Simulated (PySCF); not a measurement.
# Electron correlation in In+ (indium, charge +1)

[Kr] 4d10 5s2, closed-shell 1S. Computed with PySCF 2.14 in aug-cc-pVQZ-DK3 (9s8p6d3f2g, 102 functions), with scalar relativity by spin-free X2C-1e. Frozen: [Kr] 4d10; 2 electrons correlated.

With two correlated electrons CCSD is exact within the correlated space (frozen core and kept virtual orbitals).

```csv
level,correlation energy (mhartree)
CCSD,-33.02
```

Diagnostics: T1 = 0.0064, D1 = 0.0091, largest double amplitude 0.095.

Cost of the coupled-cluster step: about 4 core-seconds, for 2 correlated electrons.
